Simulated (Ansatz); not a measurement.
`COB(C)O` → `CBOCO`  (isomerisation)

Calculated with Ansatz (gas phase, PBE0-D4/def2-TZVP geometries, no zero-point term in ΔE). CBS: MP2 limit from def2 TZ/QZ plus the TZ coupled-cluster correction, frozen cores. Functionals use def2-TZVPP. Each species was taken in one conformer, which may not be the lowest.

`COB(C)O`:

Z-matrix (Å, degrees):
```
C
O 1 1.408
H 1 1.090 2 107.9
H 1 1.094 2 111.3 3 -119.0
H 1 1.094 2 111.8 3 119.4
B 2 1.368 1 121.9 3 -171.4
O 6 1.364 2 116.5 1 -179.3
C 6 1.569 2 123.9 1 0.9
H 7 0.962 6 111.4 2 -0.0
H 8 1.090 6 111.5 2 -176.8
H 8 1.095 6 111.0 2 62.7
H 8 1.094 6 111.6 2 -55.5
```

`CBOCO`:

```xyz
12

C     0.259    0.662   -2.001
B    -0.121    0.611   -0.491
O     0.433   -0.331    0.310
C     0.058   -0.456    1.663
O    -0.856   -1.482    1.838
H    -0.641    0.532   -2.613
H     0.991   -0.094   -2.293
H     0.648    1.652   -2.264
H    -0.893    1.393    0.004
H    -0.430    0.458    2.009
H     0.982   -0.631    2.225
H    -0.430   -2.314    1.611
```

(1) Is it downhill or uphill in electronic energy at CCSD(T)/CBS, and by how much? (Best estimate.)

(2) What do these levels give: PBE0, BHLYP, HF/def2-TZVPP, SCS-MP2/def2-TZVPP, CCSD/def2-TZVPP, CCSD/CBS(def2)? (Estimate.)

(3) What do rigid-rotor, harmonic-oscillator terms from PBE0-D4/def2-TZVP frequencies (298.15 K, 1 bar) make of the CCSD(T)/CBS value? (Estimate.)

Largest T1 diagnostic among the species: 0.012.

Results:

(1) The calculation gave: Uphill: ΔE = +182.2 kJ/mol.

(2) Computed: PBE0 177.0, BHLYP 181.5, HF/def2-TZVPP 179.3, SCS-MP2/def2-TZVPP 181.6, CCSD/def2-TZVPP 181.5, CCSD/CBS(def2) 182.9 kJ/mol.

(3) The calculation gave: ΔZPE = -3.6 kJ/mol, ΔH = +178.4 kJ/mol, ΔS = -3 J/(mol·K), ΔG = +179.3 kJ/mol.

From BLYP to BHLYP (50 % exact exchange), in def2-TZVPP and without D4, ΔE moves by +7.9 kJ/mol. Leaving LDA and LC-ωPBE aside and taking each functional with its dispersion term where it has one, the values, not all of them listed here, spread over 11.7 kJ/mol, from revPBE-D4 to B97M-V. LDA lies +5.7 kJ/mol from PBE without D4.
